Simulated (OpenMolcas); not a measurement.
## Si III: CASPT2 settings compared

| Quantity | Value |
| --- | --- |
| Program | OpenMolcas |
| Basis | ANO-R1 [4s3p1d] |
| Scalar Hamiltonian | X2C, finite nucleus |
| Active space | 2 electrons in 4 orbitals (3s 3p) |
| State averaging | 2S+1 = 3 even, 3 roots; 2S+1 = 1 even, 7 roots; 2S+1 = 3 odd, 3 roots; 2S+1 = 1 odd, 3 roots |
| Spin-orbit coupling | state interaction with AMFI integrals over the reference wave functions, term energies averaged over their components |

Methods on the same reference wave functions:
A. CASSCF
B. SS-CASPT2, IPEA 0.35 Eh, sigma2 regulariser 0.25 Eh (closed shells correlated: 2s 2p)
C. SS-CASPT2, IPEA 0.5 Eh, sigma2 regulariser 0.05 Eh (closed shells correlated: 2s 2p)
D. MS-CASPT2, IPEA 0.5 Eh, sigma2 regulariser 0.05 Eh (closed shells correlated: 2s 2p)
E. MS-CASPT2, IPEA 0.35 Eh, sigma2 regulariser 0.25 Eh (closed shells correlated: 2s 2p)
F. XMS-CASPT2, IPEA 0.15 Eh, imaginary shift 0.5 Eh (closed shells correlated: 2s 2p)

Energies in cm-1 above 3s2 1S0, the measured ground level; measured values from NIST levels in Kelleher and Podobedova, J. Phys. Chem. Ref. Data 37, 1285 (2008).

| Level | A | B | C | D | E | F | Measured |
| --- | --- | --- | --- | --- | --- | --- | --- |
| 3s2 1S0 | 0.0 | 0.0 | 0.0 | 0.0 | 0.0 | 0.0 | 0.0 |
| 3s 3p 3P* 0 | 53162 | 53240 | 53280 | 53310 | 53270 | 53480 | 52725 |
| 3s 3p 3P* 1 | 53292 | 53370 | 53410 | 53440 | 53400 | 53610 | 52853 |
| 3s 3p 3P* 2 | 53554 | 53630 | 53670 | 53700 | 53660 | 53870 | 53115 |
| 3s 3p 1P* 1 | 91813 | 86470 | 86790 | 86820 | 86500 | 85990 | 82884 |
| 3p2 3P0 | 132450 | 132360 | 132460 | 132490 | 132390 | 132400 | 129708 |
| 3p2 3P1 | 132581 | 132490 | 132590 | 132620 | 132530 | 132530 | 129842 |
| 3p2 3P2 | 132832 | 132730 | 132840 | 132870 | 132770 | 132780 | 130101 |
| 3p2 1D2 | 142769 | 134960 | 135880 | 135910 | 135000 | 137730 | 122215 |
| 3p2 1S0 | 165060 | 157700 | 158080 | 158140 | 157760 | 157160 | 153444 |

Deviations, from unrounded energies. A percentage is the sum of absolute deviations over the sum of measured energies, with the sign that they share, or ± where signs differ.

| Against measurement | Levels | A | B | C | D | E | F |
| --- | --- | --- | --- | --- | --- | --- | --- |
| mean absolute deviation (cm-1) | 9 | 5600 | 3300 | 3600 | 3600 | 3400 | 3600 |
| other configurations (%) | 9 | +5.6 | +3.3 | +3.5 | +3.6 | +3.4 | +3.6 |

B, E lie about equally close to measurement and A furthest from it. The largest miss of B in the table is 3p2 1D2, by +13000 cm-1. The ranking rests on the paired levels alone, and a cruder setting can come out closer through cancelling errors.

Among B to F the level of the table that moves most is 3p2 1D2, by 2800 cm-1 (lowest in B, highest in F). Moves below CASPT2's spread within the term are not significant.

The mean deviations of B to F differ by less than CASPT2's widest spread within a term (470 cm-1), so their order carries little weight.

The lowest spin-free term lies below A's lowest term by 0.027 hartree in B, 0.027 hartree in C, 0.027 hartree in D, 0.027 hartree in E, 0.029 hartree in F.

CASPT2 does not keep the components of a term degenerate, so their means are used; among the terms shown or strongly mixed into the levels shown the widest spread is 470 cm-1 (3p2 1D, F). Over all roots computed the reference weight is 0.93 to 1.00 in B, 0.94 to 1.00 in C, 0.94 to 1.00 in D, 0.93 to 1.00 in E; the roots of lowest weight are the least certain, and an intruder state may touch them. The ¹D term of p² mixes with s d, which this space lacks. Measured partners are found by configuration, term and J. A level has none where our copy of the source lacks it or the pairing is in doubt (some pairs that miss far off the trend of their configuration count as doubtful), and it then counts in no deviation. Only configurations of the active space appear.

* marks odd parity.
